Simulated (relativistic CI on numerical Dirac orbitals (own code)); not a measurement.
**Electric-dipole transitions in V XXII**

Method of calculation: Dirac-Coulomb-Breit CI, orbitals from a KLI potential per configuration, a model potential for QED, unscaled Slater integrals (own radial code, finite nucleus).

Configurations in the expansion: 1s², 1s2s, 1s2p, 1s3s, 1s3p, 1s3d, 1s4s, 1s4p, 1s4d, 1s4f, 1s5s, 1s5p, 1s5d, 1s5f, 1s5g, 1s6s, 1s6p, 1s6d. Levels of other configurations are missing.

```tsv
λ vac (nm)	Lower	Upper	A (s⁻¹)	E lower (eV)	E upper (eV)
0.23824	1s² ¹S0 [1]	1s2p ¹P°1 [7]	2.91e+14	0.00	5204.28
0.99160	1s2p ³P°2 [6]	1s4d ³D3 [26]	4.96e+12	5187.42	6437.77
1.2912	1s2s ³S1 [2]	1s3p ³P°2 [12]	5.16e+12	5152.52	6112.74
1.2946	1s2s ³S1 [2]	1s3p ³P°1 [11]	4.98e+12	5152.52	6110.24
1.3205	1s2p ³P°0 [3]	1s3d ³D1 [14]	8.62e+12	5177.54	6116.49
1.3226	1s2p ³P°1 [4]	1s3d ³D1 [14]	6.13e+12	5179.04	6116.49
1.3226	1s2p ³P°1 [4]	1s3d ³D2 [13]	1.06e+13	5179.04	6116.45
1.3332	1s2p ³P°2 [6]	1s3d ³D3 [16]	1.54e+13	5187.42	6117.43
1.3574	1s2p ¹P°1 [7]	1s3d ¹D2 [17]	1.27e+13	5204.28	6117.67
2.6444	1s3d ³D3 [16]	1s5f ³F°4 [44]	1.07e+12	6117.43	6586.28
3.7239	1s3s ³S1 [8]	1s4p ³P°2 [22]	6.85e+11	6102.89	6435.83
3.7902	1s3p ³P°1 [11]	1s4d ³D2 [23]	1.15e+12	6110.24	6437.36
3.8145	1s3p ³P°2 [12]	1s4d ³D3 [26]	1.64e+12	6112.74	6437.77
3.8576	1s3d ³D2 [13]	1s4f ³F°3 [27]	2.97e+12	6116.45	6437.86
3.8577	1s3d ³D1 [14]	1s4f ³F°2 [28]	2.72e+12	6116.49	6437.88
3.8666	1s3d ³D3 [16]	1s4f ³F°4 [30]	3.23e+12	6117.43	6438.08
3.8684	1s3p ¹P°1 [15]	1s4d ¹D2 [29]	1.43e+12	6117.38	6437.89
3.8693	1s3d ¹D2 [17]	1s4f ¹F°3 [31]	3.05e+12	6117.67	6438.10
8.2036	1s4p ³P°1 [21]	1s5d ³D2 [37]	2.42e+11	6434.78	6585.91
8.2499	1s4p ³P°2 [22]	1s5d ³D3 [40]	3.43e+11	6435.83	6586.12
8.3319	1s4d ³D1 [24]	1s5f ³F°2 [42]	5.09e+11	6437.37	6586.18
8.3322	1s4d ³D2 [23]	1s5f ³F°3 [41]	5.51e+11	6437.36	6586.17
8.3484	1s4d ³D3 [26]	1s5f ³F°4 [44]	6.06e+11	6437.77	6586.28
8.3530	1s4p ¹P°1 [25]	1s5d ¹D2 [43]	3.05e+11	6437.75	6586.18
8.3534	1s4f ³F°3 [27]	1s5g ³G4 [45]	9.63e+11	6437.86	6586.28
8.3543	1s4f ³F°2 [28]	1s5g ³G3 [46]	9.17e+11	6437.88	6586.29
8.3547	1s4d ¹D2 [29]	1s5f ¹F°3 [47]	5.69e+11	6437.89	6586.29
8.3621	1s4f ³F°4 [30]	1s5g ³G5 [48]	9.97e+11	6438.08	6586.35
8.3629	1s4f ¹F°3 [31]	1s5g ¹G4 [49]	9.69e+11	6438.10	6586.36
15.199	1s5p ³P°2 [36]	1s6d ³D3 [58]	1.03e+11	6585.13	6666.71
```

Terms are leading LS components. Brackets give the number of a level in order of energy, since labels repeat. The list gives strong lines, with weight on those to low levels, without lines whose two gauges differ by over a factor of 2.5. Levels whose partners in the same complex of configurations lie outside the list can be far off, and so can their lines. Rates are taken at the computed energies, electric ones in the length gauge.

At this charge energies of transitions that change n are usually good to better than 1 %, and those within a shell (Δn = 0) to a few per cent.

(1) From the table, what is the radiative lifetime of 1s4d ³D3?

Results:

(1) The listed rates from this level add up to about 6.60e+12 s⁻¹, 100 % of its decay; with all channels τ = 1.51e-13 s.

LS names give the leading component of a level, which can be under half, so a name can repeat, a term be missing and a line seem to break the LS rules.
